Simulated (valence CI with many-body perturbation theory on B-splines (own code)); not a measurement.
## E1 line list for Ru³⁰⁺

Level of theory: valence CI with perturbative core correlation (CI+MBPT): four valence electrons over a frozen Dirac-Fock core [Ne], radial functions for each j: 11 s, 11 p, 10 d, 8 f, 5 g, 2 h, with the one-electron correlation potential Σ1 (screened to all orders), the two-electron term Σ2, the three-electron term Σ3, Breit, model QED; selected single and double excitations, second order for the rest, scaled by the run's own slope (own B-spline code, finite nucleus).

No measured spectrum was set against this ion. As an estimate, large intervals hold to a few tenths of a per cent, small ones and those within an open d or f shell to about a per cent. Among the levels kept, up to 710 cm⁻¹ of a level comes from second order outside the variational space, and about a tenth of that is noise between levels of different J, which matters for small intervals.

Lines 51 to 100 of 547 in falling wavelength, among levels below 408.77 eV, chosen from the strongest by gf and those to the six lowest levels. Wavelengths and rates use the calculated energies. Electric multipoles are in the length gauge with retardation, E1 and E2 with the static RPA response of the core. Weak lines are less certain than strong ones. Lines between different terms over intervals too small for the method are left out, as are lines whose strength nearly cancels. Where a level lies close to another of its J and parity, the split of strength between their lines is uncertain. The highest levels of a list are the least certain.

Names give the largest LS component (configuration and term), which can be under half, so a name can repeat, a term be missing and a line seem to break the LS rules; names also repeat where a configuration has a term twice. Letters in brackets count levels of one name in rising energy.

| λ vac (nm) | Upper | Lower | A (s⁻¹) | log gf | Branch % |
| --- | --- | --- | --- | --- | --- |
| 12.36 | 3s3p³ ³D°_3 | 3s²3p² ¹D_2 | 2.80e+09 | -1.35 | 55.7 |
| 12.31 | 3p³3d ³D°_2 [a] | 3p⁴ ³P_1 | 1.11e+10 | -0.90 | 12.1 |
| 12.21 | 3s²3p3d ³D°_1 | 3s²3p² ³P_2 | 9.63e+08 | -2.19 | 0.5 |
| 12.09 | 3p³3d ⁵D°_4 | 3s3p²3d ⁵D_4 | 1.24e+10 | -0.61 | 14.2 |
| 11.99 | 3s3p²3d ³G_5 | 3s²3p3d ³F°_4 | 2.76e+10 | -0.18 | 100.0 |
| 11.94 | 3s3p²3d ³F_4 [c] | 3s²3p3d ¹F°_3 | 5.27e+09 | -0.99 | 3.0 |
| 11.82 | 3s²3p3d ³F°_2 [a] | 3s²3p² ¹D_2 | 2.19e+09 | -1.64 | 78.0 |
| 11.76 | 3p³3d ⁵D°_1 | 3s3p²3d ³F_2 [a] | 1.61e+10 | -1.00 | 15.2 |
| 11.74 | 3s3p3d² ³F°_4 [b] | 3s3p²3d ³D_3 [c] | 1.88e+10 | -0.46 | 14.4 |
| 11.67 | 3p³3d ⁵D°_4 | 3s3p²3d ⁵F_4 | 8.80e+09 | -0.79 | 10.1 |
| 11.63 | 3s²3p3d ³P°_2 [a] | 3s²3p² ³P_2 | 1.15e+10 | -0.93 | 22.7 |
| 11.56 | 3s3p3d² ³F°_2 [a] | 3s3p²3d ³D_1 [b] | 9.74e+09 | -1.01 | 9.0 |
| 11.53 | 3s3p3d² ³H°_5 | 3s3p²3d ³G_5 | 5.82e+09 | -0.89 | 5.7 |
| 11.47 | 3p³3d ¹G°_4 | 3s3p²3d ¹G_4 | 1.18e+10 | -0.68 | 11.9 |
| 11.45 | 3p³3d ¹D°_2 [a] | 3s3p²3d ³G_3 | 9.36e+09 | -1.04 | 6.7 |
| 11.41 | 3s3p3d² ³D°_2 [a] | 3s3p²3d ³P_2 [b] | 1.04e+10 | -1.00 | 4.0 |
| 11.38 | 3s3p3d² ⁵G°_5 | 3s3p²3d ¹G_4 | 6.42e+09 | -0.86 | 11.7 |
| 11.38 | 3s3p²3d ³F_3 [a] | 3s²3p3d ³D°_2 [a] | 1.97e+10 | -0.57 | 19.2 |
| 11.38 | 3p³3d ¹F°_3 | 3s²3d² ¹D_2 | 1.00e+10 | -0.87 | 5.6 |
| 11.31 | 3s²3p3d ³F°_2 [a] | 3s²3p² ³P_1 | 6.32e+07 | -3.22 | 2.3 |
| 11.31 | 3s3p²3d ³D_3 [d] | 3s²3p3d ³P°_2 [b] | 9.95e+09 | -0.87 | 4.9 |
| 11.31 | 3p³3d ³F°_3 [b] | 3s3p²3d ³D_2 [b] | 1.99e+10 | -0.57 | 13.4 |
| 11.26 | 3p³3d ¹G°_4 | 3s3p²3d ³G_3 | 1.01e+10 | -0.76 | 10.2 |
| 11.24 | 3s3p²3d ³G_3 | 3s²3p3d ³F°_2 [b] | 9.69e+09 | -0.89 | 12.7 |
| 11.20 | 3s²3p3d ³P°_1 [a] | 3s²3p² ¹S_0 | 3.48e+09 | -1.71 | 1.6 |
| 11.17 | 3p³3d ³F°_4 [b] | 3s3p²3d ⁵D_3 | 7.26e+09 | -0.91 | 11.2 |
| 11.15 | 3p³3d ³G°_3 | 3s3p²3d ³F_2 [b] | 1.50e+10 | -0.71 | 26.2 |
| 11.11 | 3p³3d ¹D°_2 [b] | 3s3p²3d ³P_1 | 1.41e+10 | -0.88 | 8.3 |
| 11.09 | 3s3p²3d ³F_3 [b] | 3s²3p3d ³P°_2 [a] | 1.54e+10 | -0.70 | 9.7 |
| 11.02 | 3s3p3d² ³F°_4 [a] | 3s3p²3d ³F_3 [b] | 5.98e+09 | -1.01 | 3.7 |
| 11.01 | 3s3p3d² ³H°_4 | 3s3p²3d ³F_3 [a] | 5.52e+09 | -1.04 | 6.3 |
| 10.99 | 3s3p²3d ³G_4 | 3s²3p3d ³F°_3 | 5.40e+10 | -0.06 | 93.6 |
| 10.98 | 3s3p²3d ⁵F_1 | 3s3p³ ⁵S°_2 | 7.49e+08 | -2.39 | 13.3 |
| 10.94 | 3p³3d ³D°_3 | 3s3p²3d ³D_3 [a] | 2.34e+10 | -0.53 | 11.8 |
| 10.93 | 3s3p3d² ³F°_4 [b] | 3s3p²3d ³F_4 [b] | 1.29e+10 | -0.68 | 9.9 |
| 10.92 | 3s3p³ ³P°_1 | 3s²3p² ¹D_2 | 1.94e+08 | -2.98 | 0.4 |
| 10.91 | 3s²3d² ¹D_2 | 3s²3p3d ³D°_3 | 1.21e+10 | -0.97 | 7.5 |
| 10.89 | 3s3p³ ³D°_1 | 3s²3p² ³P_0 | 2.36e+10 | -0.90 | 83.3 |
| 10.89 | 3p³3d ³F°_3 [a] | 3s3p²3d ⁵F_3 [a] | 8.88e+09 | -0.96 | 11.2 |
| 10.87 | 3s3p3d² ³G°_3 [b] | 3s3p²3d ³D_2 [a] | 1.70e+10 | -0.68 | 9.2 |
| 10.86 | 3s3p3d² ⁵G°_4 | 3s3p²3d ⁵F_5 | 1.12e+10 | -0.75 | 16.9 |
| 10.85 | 3s3p²3d ⁵F_2 | 3s3p³ ⁵S°_2 | 4.50e+08 | -2.40 | 6.1 |
| 10.81 | 3s3p²3d ³F_2 [c] | 3s²3p3d ³F°_2 [a] | 2.40e+10 | -0.68 | 21.2 |
| 10.80 | 3s3p²3d ³F_2 [e] | 3s²3p3d ³D°_1 | 2.24e+10 | -0.71 | 9.0 |
| 10.76 | 3s3p3d² ⁵P°_3 [b] | 3s3p²3d ³P_2 [b] | 1.23e+10 | -0.83 | 7.0 |
| 10.76 | 3s3p3d² ³G°_3 [c] | 3s3p²3d ³F_3 [b] | 1.21e+10 | -0.83 | 8.6 |
| 10.76 | 3s3p3d² ³D°_2 [a] | 3s3p²3d ³D_1 [c] | 1.56e+10 | -0.87 | 6.0 |
| 10.74 | 3s3p³ ³P°_0 | 3s²3p² ³P_1 | 2.81e+10 | -1.31 | 100.0 |
| 10.73 | 3p³3d ⁵D°_3 | 3p⁴ ¹D_2 | 8.12e+09 | -1.01 | 7.6 |
| 10.70 | 3p³3d ³F°_2 [b] | 3s3p²3d ³D_1 [a] | 2.21e+10 | -0.72 | 14.3 |
